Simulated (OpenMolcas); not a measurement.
# Levels of Se4+ by method

```
Program             : OpenMolcas
Basis               : ANO-RCC-VDZP [5s4p2d]
Scalar Hamiltonian  : DKH2, point nucleus
Active space        : 2 electrons in 4 orbitals (4s 4p)
State averaging     : 2S+1 = 3 even, 3 roots; 2S+1 = 1 even, 7 roots; 2S+1 = 3 odd, 3 roots; 2S+1 = 1 odd, 3 roots
Spin-orbit coupling : RASSI with atomic mean-field integrals over the reference wave functions, term energies averaged over their components
```

Methods on the same reference wave functions:
A. CASSCF
B. SS-CASPT2, IPEA 0.25 Eh, imaginary shift 0.1 Eh (closed shells correlated: 3d)
C. MS-CASPT2, IPEA 0.25 Eh, imaginary shift 0.1 Eh (closed shells correlated: 3d)

Energies in cm⁻¹ above 4s² ¹S₀, the measured ground level; measured values from the list in Rauch et al., Astron. Astrophys. 606, A105 (2017).

| Level | A | B | C | Measured |
| --- | --- | --- | --- | --- |
| 4s² ¹S₀ | 0.0 | 0.0 | 0.0 | 0.0 |
| 4s 4p ³P°₀ | 90243 | 90007 | 90015 | 89749 |
| 4s 4p ³P°₁ | 91416 | 91174 | 91182 | 91350 |
| 4s 4p ³P°₂ | 93936 | 93700 | 93708 | 94960 |
| 4s 4p ¹P°₁ | 141661 | 136606 | 136613 | 131733 |
| 4p² ³P₀ | 216591 | 216309 | 216317 | 211794 |
| 4p² ³P₁ | 218066 | 217820 | 217828 | 214091 |
| 4p² ³P₂ | 220251 | 219521 | 219529 | 218615 |
| 4p² ¹D₂ | 232818 | 224311 | 224319 | 213203 |
| 4p² ¹S₀ | 259930 | 254668 | 254685 | 248787 |

Deviations, from unrounded energies. A percentage is the sum of absolute deviations over the sum of measured energies, with the sign that they share, or ± where signs differ.

```
           Against measurement  Levels     A     B     C
mean absolute deviation (cm-1)       9  5900  3600  3600
      other configurations (%)       9  ±3.5  ±2.2  ±2.2
```

B, C lie about equally close to measurement and A furthest from it. The largest miss of B in the table is 4p² ¹D₂, by +11000 cm-1. The ranking rests on the paired levels alone, and a cruder setting can come out closer through cancelling errors.

Between B and C the level of the table that moves most is 4p² ¹S₀, by 16 cm-1 (lowest in B, highest in C).

The lowest spin-free term lies below A's lowest term by 0.011 hartree in B, 0.011 hartree in C.

Over all roots computed the reference weight is 0.94 to 1.00 in B, 0.94 to 1.00 in C; the roots of lowest weight are the least certain, and an intruder state may touch them. The ¹D term of p² mixes with s d, which this space lacks. The basis is small and was not contracted for so high a charge. Some levels mix across a computed gap that differs much from the measured one, so their mixing is not that of the real levels (holds for B; C). Measured partners are found by configuration, term and J. A level has none where our copy of the source lacks it or the pairing is in doubt (some pairs that miss far off the trend of their configuration count as doubtful), and it then counts in no deviation. Only configurations of the active space appear.

° marks odd parity.
